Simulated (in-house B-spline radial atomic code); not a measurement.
How numerical settings move a run on Pr, [Xe] 4f3 6s2. Computed with a B-spline radial code for spherical atoms: Dirac-Hartree-Fock, average of configuration, Fermi nucleus of rms radius 4.8919 fm.

Command:
```bash
python run_scf.py task.json out
```
Settings of the sound reference run:
```
Z                59
electrons        59
configuration    [Xe] 4f3 6s2
hamiltonian      dirac
method           hf
spin_polarised   False
nucleus          fermi
rms_radius       4.8919
mass_number      141
atomic_mass      140.9077
speed_of_light   137.036
knot_spacing     0.22
spline_order     8
gauss_points     12
box_radius       50
max_iterations   70
damping          0.5
damped_steps     3
diis_vectors     10
tolerance        1e-08
start            Thomas-Fermi
```

Cost of the run: 3 s on 1 thread of Arm Neoverse N1 (shared host).

It converges in 12 iterations to -9238.151357 hartree, with 6s1/2 at -4.67368 eV. The other runs change the listed settings, some to values that make no sense; their results aren't properties of the atom or ion. Radii are in bohr (the nuclear one in fm), a minus after a letter asks for a j subshell, and «unchanged» means within 1e-8 hartree. The run stops when the residual is below 10 × tolerance × max(1, Z/10), or a noise floor if that is larger, and the energy moves by less than 1e-8 × √|E| hartree; so very loose and very tight tolerances often act alike.

| changed settings | outcome |
| --- | --- |
| max_iterations = 12, damped_steps = 0 | converged in 11 iterations, energy unchanged, 6s1/2 level -1.1e-06 eV |
| knot_spacing = 0.15, box_radius = 200, max_iterations = 50, damped_steps = 30 | converged in 30 iterations, energy -1.45e-07 hartree from the reference, 6s1/2 level +1.8e-05 eV |
| max_iterations = 2 | not converged after 2 iterations, last residual 4.2e-01, last energy +6.32e+00 hartree from the reference |
| gauss_points = 3 | converged in 12 iterations, energy +5.23e-04 hartree from the reference, 6s1/2 level -1.7e-05 eV |
| spline_order = 6, max_iterations = 12, damping = 0.95, tolerance = 0.01 | converged in 12 iterations, energy +1.17e-05 hartree from the reference, 6s1/2 level +1.2e-04 eV |
| start = bare nucleus | converged in 14 iterations, energy unchanged, 6s1/2 level +6.3e-06 eV |
| gauss_points = 4 | converged in 12 iterations, energy +3.06e-06 hartree from the reference |
| first_knot = 0.000169, max_iterations = 50, damping = 0.2 | converged in 14 iterations, energy -4.59e-05 hartree from the reference, 6s1/2 level -4.4e-06 eV |
| knot_spacing = 1.4, max_iterations = 100, damping = 0.2 | converged in 11 iterations, energy +5.49e+02 hartree from the reference, 6s1/2 level -2.1e-01 eV (the program warns: 4s1/2 reaches the box edge; 4p1/2 reaches the box edge) |
| gauss_points = 16 | converged in 12 iterations, energy unchanged |
| electrons = 62, configuration = [Xe] 4f3 6s2 7s3, max_iterations = 60 | stopped with error: shell 7s holds at most 2 electrons |

Question: What happens with max_iterations = 8?

Answer: Not converged after 8 iterations, last residual 5.0e-04, last energy +2.23e-05 hartree from the reference.

Question: What happens with electrons = 60, configuration = [Xe] 4f3 6s3, max_iterations = 100?

Answer: Stopped with error: shell 6s holds at most 2 electrons.

Question: What happens with max_iterations = 5?

Answer: Not converged after 5 iterations, last residual 5.6e-03, last energy +4.33e-03 hartree from the reference.

Question: What happens with gauss_points = 5?

Answer: Converged in 12 iterations, energy -6.34e-08 hartree from the reference.
